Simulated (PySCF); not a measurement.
C6H3Cl3.
Structure used (GFN2-xTB), in Å, numbered top down from 1:
```xyz
12
C6H3Cl3 angstrom
C      2.6039   -1.1587   -0.0284
C      1.7602   -0.3137   -0.1263
C      0.7486    0.6927   -0.2363
C      0.0991    1.2511    1.0088
C     -0.6356    0.4276    0.3186
C     -1.8582   -0.3135    0.0881
Cl    -1.4992   -2.0562   -0.0935
Cl    -3.0044   -0.1002    1.4371
Cl    -2.6387    0.2622   -1.4190
H      3.3469   -1.8951    0.0478
H      0.8468    1.3262   -1.1141
H      0.2318    1.8770    1.8561
```

The closed-shell SCF was solved with PySCF and density fitting under several settings on one GFN2-xTB geometry (grid level 2 and gas phase unless stated).

| settings | basis functions | SCF cycles | E (Eh) | HOMO (eV) | LUMO (eV) | dipole (D) |
| --- | --- | --- | --- | --- | --- | --- |
| PBE0/pcSseg-1 | 189 | 14 | -1610.0450 | -7.70 | -1.60 | 1.78 |
| PBE0/def2-SVPD | 225 | 14 | -1609.5630 | -7.70 | -1.69 | 1.73 |
| CAM-B3LYP/pcSseg-1 | 189 | 13 | -1610.6905 | -8.98 | -0.39 | 1.75 |
| PBE0/def2-SVP, fitting basis def2-universal-jkfit | 153 | 11 | -1609.5309 | -7.56 | -1.38 | 1.57 |

Q: Estimate the row for these settings: BLYP/3-21G, IEF-PCM cyclohexane.

A: 
```json
{"settings": "BLYP/3-21G, IEF-PCM cyclohexane", "basis functions": "99", "SCF cycles": "15", "E (Eh)": "-1602.7989", "HOMO (eV)": "-6.16", "LUMO (eV)": "-2.15", "dipole (D)": "2.41"}
```

Q: Over all rows, what range does the HOMO–LUMO gap span?

A: From 4.01 eV (BLYP/3-21G, IEF-PCM cyclohexane) to 8.59 eV (CAM-B3LYP/pcSseg-1). The functional of the narrowest has no exact exchange, that of the widest range-separated exact exchange.

Q: And the dipole moment?

A: From 1.57 D (PBE0/def2-SVP, fitting basis def2-universal-jkfit) to 2.41 D (BLYP/3-21G, IEF-PCM cyclohexane); the largest is 1.54 times the smallest, and the median is 1.75 D.

Q: Compare two rows with the functional PBE0: PBE0/pcSseg-1 and PBE0/def2-SVP, fitting basis def2-universal-jkfit. Which energy is lower, and by how much?

A: PBE0/pcSseg-1 (189 functions) lies 0.5141 Eh or 323 kcal/mol below PBE0/def2-SVP, fitting basis def2-universal-jkfit (153 functions).

Whole jobs, the steps after the SCF included, on Arm Neoverse N1, one thread (shared host):

```tsv
settings	work after the SCF	wall time	peak memory
PBE0/pcSseg-1	shieldings, ring-centre shieldings, charges and field gradients	49 s	0.85 GiB
PBE0/def2-SVPD	6 singlets by full TDDFT, 2 Tamm–Dancoff triplets, polarisability	74 s	0.96 GiB
CAM-B3LYP/pcSseg-1	shieldings, ring-centre shieldings	63 s	0.94 GiB
PBE0/def2-SVP, fitting basis def2-universal-jkfit	shieldings, ring-centre shieldings, charges and field gradients	35 s	0.82 GiB
BLYP/3-21G, IEF-PCM cyclohexane	shieldings, ring-centre shieldings	14 s	0.69 GiB
```

Cycle counts include a coarse-grid stage where the run had one. The species at its GFN2-xTB geometry.
